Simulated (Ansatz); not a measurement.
Two structures of Ge₄H₁₁OF, closed shell, reached by relaxing down either side of one saddle point (PBE0-D4/def2-TZVP). Energies are electronic, without zero-point energy. Program: Ansatz 0.2.0. Basis: def2-TZVPP and def2-QZVPP. Cores are frozen in the correlated methods. Filled d shells of the heavier atoms are correlated. The def2 sets are not built for correlating such inner shells, so the correlated values are less sure here. Extrapolation: Hartree–Fock as exp(−7.88 √X), correlation as X^−2.97. First:

Ge1  (-0.322, 0.237, 0.042)
Ge2  (2.020, -0.417, -0.098)
Ge3  (-0.913, 2.053, -1.467)
Ge4  (-1.079, 0.613, 2.324)
F5  (-1.336, -1.125, -0.516)
H6  (0.548, -3.803, -0.746)
O7  (0.584, -2.987, -1.248)
H8  (2.332, -1.587, 0.841)
H9  (2.451, -0.696, -1.538)
H10  (2.770, 0.832, 0.418)
H11  (-2.417, 2.353, -1.371)
H12  (-0.552, 1.679, -2.912)
H13  (-0.122, 3.306, -1.056)
H14  (-0.285, 1.788, 2.919)
H15  (-2.576, 0.957, 2.341)
H16  (-0.832, -0.642, 3.176)
H17  (-0.271, -2.560, -1.108)
(Å)

Second:

```
17
angstrom
Ge -1.5348 -0.3124 -0.2090
Ge 2.6721 -0.0045 0.0163
Ge -0.7349 1.3030 -1.8414
Ge -0.8599 -0.3256 2.1378
F -3.2731 -0.0705 -0.1038
H 1.8158 -1.1859 -0.4584
O -1.3191 -1.9003 -0.9761
H 3.5152 -0.4241 1.2270
H 3.5842 0.4703 -1.1215
H 1.7416 1.1492 0.4298
H -1.7732 1.4042 -2.9657
H 0.6154 0.8506 -2.4134
H -0.5677 2.6681 -1.1592
H 0.5441 -0.9288 2.2968
H -0.8605 1.1086 2.6848
H -1.8660 -1.1794 2.9254
H -1.6993 -2.6226 -0.4694
```

Task: Which bonds change from the first to the second?

Result: Ge₄H₉F ([F][Ge]([GeH3])([GeH3])[GeH3]) + H₂O → Ge₃H₇OF ([OH][Ge]([F])([GeH3])[GeH3]) + GeH₄; bonds formed: Ge1–O7, Ge2–H6; bonds broken: Ge1–Ge2, H6–O7.

Task: Give the saddle point's structure and its height above each. (An estimate is asked for; the value comes from the calculation.)

Result: By the calculation: 180.5 kJ/mol above the first and 165.6 kJ/mol above the second (CCSD(T) at an estimated basis limit (MP2 extrapolated from triple and quadruple zeta, plus CCSD(T) − MP2 in triple zeta)).
```json
{"atom": "Ge1", "x (Å)": "-1.0337", "y (Å)": "-0.1276", "z (Å)": "-0.1556"}
{"atom": "Ge2", "x (Å)": "2.0804", "y (Å)": "-0.3547", "z (Å)": "-0.0256"}
{"atom": "Ge3", "x (Å)": "-0.6632", "y (Å)": "1.5912", "z (Å)": "-1.8373"}
{"atom": "Ge4", "x (Å)": "-0.7800", "y (Å)": "-0.0372", "z (Å)": "2.2620"}
{"atom": "F5", "x (Å)": "-2.7304", "y (Å)": "-0.6072", "z (Å)": "-0.3227"}
{"atom": "H6", "x (Å)": "0.5586", "y (Å)": "-1.5912", "z (Å)": "-0.5868"}
{"atom": "O7", "x (Å)": "-0.4743", "y (Å)": "-1.8366", "z (Å)": "-0.9021"}
{"atom": "H8", "x (Å)": "2.7407", "y (Å)": "-0.7280", "z (Å)": "1.3304"}
{"atom": "H9", "x (Å)": "3.1917", "y (Å)": "-0.5797", "z (Å)": "-1.0868"}
{"atom": "H10", "x (Å)": "1.9887", "y (Å)": "1.2017", "z (Å)": "0.0561"}
{"atom": "H11", "x (Å)": "-1.9964", "y (Å)": "1.8343", "z (Å)": "-2.5586"}
{"atom": "H12", "x (Å)": "0.4079", "y (Å)": "1.1072", "z (Å)": "-2.8194"}
{"atom": "H13", "x (Å)": "-0.2070", "y (Å)": "2.8613", "z (Å)": "-1.1122"}
{"atom": "H14", "x (Å)": "0.4312", "y (Å)": "0.8225", "z (Å)": "2.6285"}
{"atom": "H15", "x (Å)": "-2.0666", "y (Å)": "0.5444", "z (Å)": "2.8690"}
{"atom": "H16", "x (Å)": "-0.5862", "y (Å)": "-1.4837", "z (Å)": "2.7400"}
{"atom": "H17", "x (Å)": "-0.8614", "y (Å)": "-2.6166", "z (Å)": "-0.4788"}
```

T1 diagnostic: at most 0.013.

Labels in which every atom is bracketed show which atoms are joined, not bond orders.

For scale, one of the runs: CCSD(T)/def2-TZVPP, 408 basis functions, launched by `ansatz run in.yaml --threads 4 --pin off --events-out ev --progress --plain --max-ram 63488MiB --backend cuda --devices 0, --max-vram 37GiB`. The run took 62 s on 4 CPU threads of an AMD EPYC 7R13 and a share of one NVIDIA H100 (shared host), with 0.91 GiB of host memory at its peak.
